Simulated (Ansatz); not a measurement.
```xyz
2

K     0.0000    0.0000   -1.3538
Cl    0.0000    0.0000    1.5131
```

Basis set: def2-TZVP (spherical functions). Left uncorrelated: 10 orbitals. Charge 0, multiplicity 1.

Computed with Ansatz (development build ahead of 0.2.0); each method stands on the lowest determinant of its kind that the runs found. Restricted open shells among the atoms or ions are ROHF, correlated in semicanonical orbitals with singles.

**Question.** Give the atomization energy at this shape (free ground-state atoms in the same class of orbitals less the molecule, no zero-point energy) of singlet KCl by RHF-MP2, RHF.

**Answer.**

```csv
method,atomization energy
RHF-MP2,4.15 eV
RHF,3.31 eV
```
